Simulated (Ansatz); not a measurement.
Abridged output of a molecular run in Ansatz:

```
Functional definition: HF
1244 factors; integrals over basis functions are off by at most 1.1e-3 eV
mean field evaluation 1: about -27092.0221 eV, gradient 3.5e1 eV
mean field evaluation 2: about -27092.2872 eV, gradient 3.5e1 eV
mean field evaluation 4: about -27095.3761 eV, gradient 4.1e0 eV
mean field evaluation 8: about -27095.4703 eV, gradient 4.6e-1 eV
mean field evaluation 16: about -27095.4724 eV, gradient 2.0e-6 eV
mean field -27095.47236965 eV, -995.7402436139 hartree, gradient 2.0e-6 eV, S^2 0.000000; 0 other end points of the search recorded, 0 dependent functions left out
13 core orbitals not correlated: weight in the atoms' cores, before any rotation towards them, 1.000 or more for the frozen orbitals, at most 0.000 for the correlated occupied ones
reference -27095.47236965 eV, -995.7402436139 hartree; 14, 14 occupied and 178, 178 virtual orbitals, 1244 factors
second order -22.91547637 eV of doubles, -0.00000000 eV of singles
cycle   1  -23.25800243 eV  change   -3.4e-1 eV  update   1.2e-1
cycle   2  -23.85572223 eV  change   -6.0e-1 eV  update   3.8e-2
cycle   3  -24.01772128 eV  change   -1.6e-1 eV  update   2.1e-2
cycle   4  -24.00421879 eV  change    1.4e-2 eV  update   6.0e-3
cycle   5  -24.00020949 eV  change    4.0e-3 eV  update   3.0e-3
cycle   6  -24.00141274 eV  change   -1.2e-3 eV  update   1.1e-3
cycle   7  -24.00095049 eV  change    4.6e-4 eV  update   4.6e-4
cycle   8  -24.00080462 eV  change    1.5e-4 eV  update   1.7e-4
cycle   9  -24.00085265 eV  change   -4.8e-5 eV  update   7.7e-5
cycle  10  -24.00083887 eV  change    1.4e-5 eV  update   3.0e-5
perturbative correction -1.13621042 eV, -0.0417549628 hartree
Total energy: -27120.60941895 eV, -996.6640131369 hartree
```

Its atoms:

Cartesian coordinates in Å:
```
O -1.3321 0.1925 1.6259
C -0.3544 0.2535 0.9284
B -0.2955 -0.3317 -0.5643
S 1.2005 -0.1959 -1.5123
Cl -1.6956 -1.0958 -1.2457
H 0.5722 0.7394 1.3231
H 1.9048 0.4381 -0.5551
```

Question: Which basis set was used?
A. def2-TZVPP
B. def2-SVPD
C. def2-QZVPP
D. cc-pV(Q+d)Z

Answer: A. It gives 205 functions.

Question: Write the keys of the input that set method, charge and spin (a neutral closed shell needs none for the last two).

Answer: 
```yaml
correlation: {method: ccsd_t}
```
